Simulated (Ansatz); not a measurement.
C2H6Cl4O2W (`C[O][W]([Cl])([Cl])([Cl])([Cl])[O]C`). The species carries charge 0 and has multiplicity 1. W takes the def2 core potential. Geometry: relaxed with PBE0-D4/def2-TZVP. It is one conformer, not always the lowest.

```xyz
15

C     0.363   -2.821    0.426
O    -0.081   -1.620    0.973
W    -0.294    0.171    0.661
Cl    1.895    0.081   -0.200
Cl   -1.175   -0.498   -1.417
Cl   -2.420    0.268    1.532
Cl    0.535    0.825    2.703
O    -0.336    1.861   -0.039
C    -0.037    2.632   -1.159
H     0.220   -3.614    1.161
H    -0.214   -3.034   -0.479
H     1.423   -2.726    0.172
H    -0.314    3.667   -0.955
H     1.035    2.559   -1.365
H    -0.602    2.249   -2.015
```

Question: What is the dipole moment at r2SCAN/def2-TZVPP? (An estimate is asked.)

Answer: The calculation gave: 1.59 D, with components (0.63, -0.36, -1.41) D in this frame, pointing from negative to positive charge.

Question: And with PBE, B3LYP, ωB97M-V? (Estimate.)

Answer: Computed: PBE 1.57 D, B3LYP 1.56 D, ωB97M-V 1.47 D.

Question: Give the Mulliken charges with r2SCAN, ωB97M-V, B3LYP in def2-TZVPP. (Estimate.)

Answer: Ansatz gave: 
```json
{"atom": "C1", "r2SCAN": "0.00", "ωB97M-V": "-0.15", "B3LYP": "-0.10"}
{"atom": "O2", "r2SCAN": "-0.23", "ωB97M-V": "-0.22", "B3LYP": "-0.23"}
{"atom": "W3", "r2SCAN": "0.95", "ωB97M-V": "0.77", "B3LYP": "0.92"}
{"atom": "Cl4", "r2SCAN": "-0.30", "ωB97M-V": "-0.25", "B3LYP": "-0.29"}
{"atom": "Cl5", "r2SCAN": "-0.30", "ωB97M-V": "-0.25", "B3LYP": "-0.29"}
{"atom": "Cl6", "r2SCAN": "-0.22", "ωB97M-V": "-0.17", "B3LYP": "-0.21"}
{"atom": "Cl7", "r2SCAN": "-0.22", "ωB97M-V": "-0.17", "B3LYP": "-0.21"}
{"atom": "O8", "r2SCAN": "-0.23", "ωB97M-V": "-0.22", "B3LYP": "-0.23"}
{"atom": "C9", "r2SCAN": "0.00", "ωB97M-V": "-0.15", "B3LYP": "-0.10"}
{"atom": "H10", "r2SCAN": "0.09", "ωB97M-V": "0.14", "B3LYP": "0.13"}
{"atom": "H11", "r2SCAN": "0.09", "ωB97M-V": "0.14", "B3LYP": "0.12"}
{"atom": "H12", "r2SCAN": "0.09", "ωB97M-V": "0.14", "B3LYP": "0.12"}
{"atom": "H13", "r2SCAN": "0.09", "ωB97M-V": "0.14", "B3LYP": "0.13"}
{"atom": "H14", "r2SCAN": "0.09", "ωB97M-V": "0.14", "B3LYP": "0.12"}
{"atom": "H15", "r2SCAN": "0.09", "ωB97M-V": "0.14", "B3LYP": "0.12"}
```

B3LYP here is the variant with VWN-RPA as its local correlation; programs differ in this.
